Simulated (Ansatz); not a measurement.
Consider the redistribution: `CNB(N)O` + `C[O][GeH2][CH3]` → `CNB(C)N` + `C[O][GeH2][OH]`.

Calculated with Ansatz (gas phase, PBE0-D4/def2-TZVP geometries, no zero-point term in ΔE). CCSD(T)/CBS is the MP2 limit (def2-TZVPP, def2-QZVPP) plus CCSD(T) − MP2 in def2-TZVPP, frozen cores. DFT in def2-TZVPP. B3LYP here is the variant with VWN-RPA as its local correlation; programs differ in this. For Ge outer-core shells are correlated without core-valence functions, which leaves a few kJ/mol of doubt a bond. Scalar relativity is left out up to krypton. Each species was taken in one conformer, which may not be the lowest.

Task: Is it downhill or uphill in electronic energy at CCSD(T)/CBS, and by how much? (An estimate is asked.)

Result: The calculation gave: Uphill: ΔE = +60.0 kJ/mol.

Task: What do these levels give: r2SCAN-D4, PBE0-D4, B3LYP-D4, r2SCAN, PBE0, HF/def2-TZVPP, MP2/def2-TZVPP, SCS-MP2/def2-TZVPP, CCSD(T)/def2-TZVPP, MP2/def2-QZVPP, HF/CBS(def2), MP2/CBS(def2)? (Estimate.)

Result: Ansatz gave: r2SCAN-D4 58.6, PBE0-D4 60.1, B3LYP-D4 59.2, r2SCAN 58.8, PBE0 60.5, HF/def2-TZVPP 63.2, MP2/def2-TZVPP 58.6, SCS-MP2/def2-TZVPP 57.0, CCSD(T)/def2-TZVPP 59.1, MP2/def2-QZVPP 58.8, HF/CBS(def2) 62.4, MP2/CBS(def2) 59.5 kJ/mol.

Largest T1 diagnostic among the species: 0.012.

In def2-TZVPP, CCSD(T) changes the Hartree–Fock value by −4.1 kJ/mol (the triples alone add −1.4 kJ/mol) and MP2 by −4.6 kJ/mol. From PBE to PBE0 (25 % exact exchange), in def2-TZVPP and without D4, ΔE moves by +3.5 kJ/mol.
